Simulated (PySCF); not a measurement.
## Telling isomers of C$_{5}$H$_{6}$O$_{2}$ apart by NMR

PySCF 2.14.0 with density-fitted response routines calculation with GIAO PBE0/pcSseg-1 shieldings and GFN2-xTB structure; relativity neglected, single conformer, no solvent model, fast rotation and ring inversion assumed for equivalent nuclei.

References, each an isolated molecule treated in the same way: TMS for 1H and 13C. Where no couplings were computed, multiplicities follow the n + 1 count of equivalent neighbours, and m marks all less simple cases (inequivalent or close neighbours, rings, F or P nearby). Shifts are as computed. Against solution values, carbons near 30 ppm lie about +3 ppm off and those near 130 ppm about +5 ppm. Of 1211 compounds with measured shifts, 218 miss one by over three times the rms of a fit or turn the order of signals round; such compounds aren't used in these exercises.

(1) Tabulate the signals of `O=C[C@@H]1C=CCO1`, `COc1ccco1`, `COc1ccoc1` and their relative energies.

(2) What is the quickest way to tell O=C[C@@H]1C=CCO1 from COc1ccco1?

(3) What is the quickest way to tell COc1ccco1 from COc1ccoc1?

(4) What is the quickest way to tell O=C[C@@H]1C=CCO1 from COc1ccoc1?

## Answers

(1) 
| SMILES | carbon types | δC | δH | E rel. (kcal/mol) |
| --- | --- | --- | --- | --- |
| O=C[C@@H]1C=CCO1 | 4×CH 1×CH2 | 210.7, 136.8, 132.5, 97.9, 83.0 | 10.04 (d, 1H), 6.13 (m, 1H), 5.83 (m, 1H), 5.30 (m, 1H), 5.24 (m, 1H), 5.23 (m, 1H) | 5.6 |
| COc1ccco1 | 1×C 3×CH 1×CH3 | 168.1, 135.1, 119.4, 88.2, 56.1 | 6.95 (m, 1H), 6.60 (m, 1H), 5.54 (m, 1H), 4.05 (s, 3H) | 0.0 |
| COc1ccoc1 | 1×C 3×CH 1×CH3 | 159.6, 146.6, 125.2, 110.8, 58.4 | 7.33 (m, 1H), 7.00 (m, 1H), 6.45 (m, 1H), 3.83 (s, 3H) | 3.0 |

Energies are electronic energies at PBE0/pcSseg-1 on these geometries, without zero-point or thermal terms, each for the one conformer computed, which needn't be the lowest.

(2) Both give the same number of carbon signals, but DEPT or the intensities differ. The first has an aldehyde carbonyl carbon (CH) at 210.7 ppm, the second an aromatic carbon bearing oxygen (C) at 168.1 ppm. In the proton spectra the most deshielded non-exchanging signals are 10.04 (d, 1H) and 6.95 (m, 1H).

(3) Both give the same number of carbon signals, with the same numbers of each carbon type, so the positions decide. The first has an aromatic CH at 88.2 ppm, the second an aromatic CH next to the ring oxygen at 146.6 ppm. Their most deshielded carbons lie at 168.1 and 159.6 ppm.

(4) Both give the same number of carbon signals, but DEPT or the intensities differ. The first has an aldehyde carbonyl carbon (CH) at 210.7 ppm, the second an aromatic carbon bearing oxygen (C) at 159.6 ppm. In the proton spectra the most deshielded non-exchanging signals are 10.04 (d, 1H) and 7.33 (m, 1H).
